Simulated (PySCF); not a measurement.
Stretching TeO

Set-up: PySCF, scalar-relativistic core potentials, basis sets Te def2-TZVPP with ECP28, O def2-TZVPP. Energies in eV from Te + O in their ground configurations at the same level. State: ³Σ⁻ (triplet), unpaired electrons π ↑↑.

Curves on a restricted Hartree–Fock reference rise too fast on stretching and do not dissociate correctly.

```json
{"R (Å)": "1.562", "ROHF-SCS-MP2": "-2.016", "PBE": "-2.606", "PBE0": "-2.131"}
{"R (Å)": "1.634", "ROHF-SCS-MP2": "-3.128", "PBE": "-3.756", "PBE0": "-3.198"}
{"R (Å)": "1.707", "ROHF-SCS-MP2": "-3.745", "PBE": "-4.414", "PBE0": "-3.772"}
{"R (Å)": "1.762", "ROHF-SCS-MP2": "-3.972", "PBE": "-4.675", "PBE0": "-3.969"}
{"R (Å)": "1.816", "ROHF-SCS-MP2": "-4.043", "PBE": "-4.788", "PBE0": "-4.018"}
{"R (Å)": "1.871", "ROHF-SCS-MP2": "-3.987", "PBE": "-4.791", "PBE0": "-3.958"}
{"R (Å)": "1.943", "ROHF-SCS-MP2": "-3.727", "PBE": "-4.669", "PBE0": "-3.753"}
{"R (Å)": "2.034", "ROHF-SCS-MP2": "-3.097", "PBE": "-4.382", "PBE0": "-3.368"}
{"R (Å)": "2.143", "ROHF-SCS-MP2": "-2.084", "PBE": "-3.926", "PBE0": "-2.800"}
{"R (Å)": "2.288", "ROHF-SCS-MP2": "-0.838", "PBE": "-3.243", "PBE0": "-1.985"}
```

Q: Put a parabola through the three lowest points of the ROHF-SCS-MP2 curve and estimate Re, k and ωe (reduced mass 14.24 u; 1 eV/Å² = 0.16022 mdyn/Å; ωe = 1302.8·√(k/μ) cm⁻¹).

A: Through R = 1.762, 1.816, 1.871 Å the second-order coefficient is 21.4 eV/Å², so Re ≈ 1.820 Å, k ≈ 6.86 mdyn/Å and ωe ≈ 904 cm⁻¹. A polynomial fit of higher order to the unrounded ROHF-SCS-MP2 energies gives Re = 1.818 Å, k = 6.87 mdyn/Å, ωe = 905 cm⁻¹; anharmonicity and rounding make the difference.

The higher-order fit for each curve: ROHF-SCS-MP2: Re = 1.818 Å, ωe = 905 cm⁻¹, De = 4.04 eV; PBE: Re = 1.844 Å, ωe = 783 cm⁻¹, De = 4.80 eV; PBE0: Re = 1.811 Å, ωe = 852 cm⁻¹, De = 4.02 eV.

Correlated steps freeze 5 core orbitals. These are scalar-relativistic numbers at best; spin–orbit coupling would shift them, the dissociation energy most. The state is the lowest determinant that a PBE0 search found; another state may lie lower at other levels.
